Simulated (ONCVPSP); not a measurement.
## Before and after: ONCV potential for Ti

Ti (Z = 22), optimised norm-conserving Vanderbilt (ONCV), made with ONCVPSP 4.0.1 (PBEsol, scalar-relativistic). Core [Ne], reference 3s2 3p6 3d2 4s2. Waves: 3s+4s: rc 1.45 bohr, ncon 4, nbas 7, qcut 6.3 1/bohr, 3 projectors, debl 2.6 Ha; 3p: rc 1.40 bohr, ncon 4, nbas 8, qcut 9.8 1/bohr, 2 projectors, debl 1.2 Ha; 3d: rc 2.40 bohr, ncon 4, nbas 8, qcut 6.5 1/bohr, 2 projectors, debl 1.8 Ha. Local part: polynomial inside 1.05 bohr (lpopt 5, dvloc0 2 Ha). Core correction: Teter function, fcfact 4, rcfact 1.6.

In the p channel the program set the typed energies aside and used -1.425, 0.250 Ha.

Change: d: debl 3.

Cutoffs: the cutoffs (Ha) at which the residual kinetic energy of the hardest occupied pseudo-wave falls to 1 and 0.1 mHa per electron; they do not see the model core or the augmentation charge, which bear on the density cutoff. Errors are all-electron minus pseudo energies relative to the spin-unpolarised reference configuration.

Problem. Predict the effect on cutoff, ghosts and configuration errors.

Solution. The potential gets neither clearly harder nor softer (20 Ha and 51 Ha → 20 Ha and 51 Ha); of the 4 tests that both files solve, the error grows in 1 and shrinks in 0 by more than 15 % and 0.3 meV (median size 105.7 → 103.6 meV); the range in which the d phases agree narrows (upper end 3.9 → 0.7); neither file shows a bound ghost.

| quantity | base | changed |
| --- | --- | --- |
| cutoff, loose | 20 Ha | 20 Ha |
| cutoff, tight | 51 Ha | 51 Ha |
| bound ghosts | none | none |
| GHOST(+) flags under 300 eV | none | none |
| error for 3s2 3p6 3d2 4s1, meV [ΔE 7.36 eV] | +0.7 | +0.7 |
| error for 3s2 3p6 3d2 4s0, meV [ΔE 20.83 eV] | +0.1 | -0.6 |
| error for 3s2 3p6 3d1 4s0, meV [ΔE 47.73 eV] | +211 | +207 |
| error for 3s1 3p6 3d2 4s2, meV [ΔE 69.47 eV] | -378 | -384 |
| s: phases at 1.47 bohr within 0.05 rad from the reference energy up to (Ha; the scan ends near 5) | to the end of the scan | to the end of the scan |
| p: phases at 1.42 bohr within 0.05 rad from the reference energy up to (Ha; the scan ends near 5) | to the end of the scan | to the end of the scan |
| d: phases at 2.43 bohr within 0.05 rad from the reference energy up to (Ha; the scan ends near 5) | 3.9 | 0.7 |
| rms error of d²Exc/dni dnj with the model core, mHa | 2.16 | 2.16 |
